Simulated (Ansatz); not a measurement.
Input and output for ZnMe(NH2) (CH5NZn).

```yaml
crystal:
  periodic: [false, false, false]
  atoms:
    - {symbol: Zn, position_ang: [0.000416, -0.021080, -0.298586]}
    - {symbol: C, position_ang: [-0.009904, -0.011735, 1.618616]}
    - {symbol: H, position_ang: [0.051271, 1.004913, 2.013406]}
    - {symbol: H, position_ang: [0.837118, -0.580259, 2.011367]}
    - {symbol: H, position_ang: [-0.925351, -0.469741, 2.001586]}
    - {symbol: N, position_ang: [0.012245, -0.180051, -2.108859]}
    - {symbol: H, position_ang: [0.834115, 0.128693, -2.611323]}
    - {symbol: H, position_ang: [-0.799911, 0.129260, -2.626208]}
basis:
  gaussian: {orbitals: def2-SVP, fitting: {mean_field: def2-universal-jkfit}}
hamiltonian: {xc: {name: wB97X-V}}
scf: {omitted_lower_state_checks: [starts]}
output: {forces: true}
```

```sh
$ ansatz run in.yaml --threads 4 --pin off --events-out ev --progress --plain --max-ram 3916MiB
```

Output, abridged:

```
Functional definition: wB97X-V
  name "wB97X-V"
  cite "Mardirossian & Head-Gordon, Phys. Chem. Chem. Phys. 16, 9904 (2014) doi:10.1039/C3CP54374A"
  cite "Becke, J. Chem. Phys. 107, 8554 (1997) doi:10.1063/1.475007"
  cite "Vydrov & Van Voorhis, J. Chem. Phys. 133, 244103 (2010) doi:10.1063/1.3521275"
  parameter omega = 0.3/bohr
  parameter cx = 0.167
  parameter cx1 = 0.603
  parameter cx2 = 1.194
  parameter css0 = 0.556
  parameter css1 = -0.257
  parameter cos0 = 1.219
  parameter cos1 = -1.850
  parameter b = 6.0
  parameter c = 0.01
  exchange = spin_sum(e_x_unif_sr(omega)*poly(b97_u_x, 1 - cx, cx1, cx2)) + cx*exact_x_sr(omega) + exact_x_lr(omega)
  correlation = spin_sum(e_c_pw_same_spin*poly(b97_u_same, css0, css1))
      + integral(e_c_pw_opposite_spin*poly(b97_u_opposite, cos0, cos1)) + vv10(b, c)
these checks for a lower state are left out or cut short: starts
506 factors; integrals over basis functions are off by at most 2.4e-1 eV
506 factors; integrals over basis functions are off by at most 3.5e-7 eV
mean field evaluation 1: about -51007.6095 eV, gradient 5.7e1 eV
mean field evaluation 2: about -51008.2544 eV, gradient 5.7e1 eV
mean field evaluation 4: about -51013.9873 eV, gradient 1.5e0 eV
mean field evaluation 8: about -51013.9962 eV, gradient 2.2e-2 eV
mean field -51013.99622236 eV, -1874.7297826430 hartree, gradient 7.2e-5 eV, S^2 0.000000; 0 other end points of the search recorded, 0 dependent functions left out
the calculation of the forces begins
reference -51013.99622039 eV, -1874.7297825709 hartree; 24, 24 occupied and 60, 60 virtual orbitals, 506 factors
Total energy: -51013.99622039 eV, -1874.7297825709 hartree
Atom 0 at     0.000416    -0.021080    -0.298586 Å, force    -0.002145    -0.077282    -0.155843 eV/Å
Atom 1 at    -0.009904    -0.011735     1.618616 Å, force     0.007448     0.025022    -0.251241 eV/Å
Atom 2 at     0.051271     1.004913     2.013406 Å, force     0.018985     0.319626     0.196751 eV/Å
Atom 3 at     0.837118    -0.580259     2.011367 Å, force     0.261107    -0.171898     0.180473 eV/Å
Atom 4 at    -0.925351    -0.469741     2.001586 Å, force    -0.289213    -0.141427     0.179813 eV/Å
Atom 5 at     0.012245    -0.180051    -2.108859 Å, force     0.006446    -0.097404     0.282163 eV/Å
Atom 6 at     0.834115     0.128693    -2.611323 Å, force     0.215928     0.070105    -0.215767 eV/Å
Atom 7 at    -0.799911     0.129260    -2.626208 Å, force    -0.218555     0.073260    -0.216348 eV/Å
Dipole moment:    -0.000059     0.216612    -0.005539 e Å
Checks for a lower state left out: starts
```

It took 3.9 s on 4 threads of Intel Xeon on a shared host.
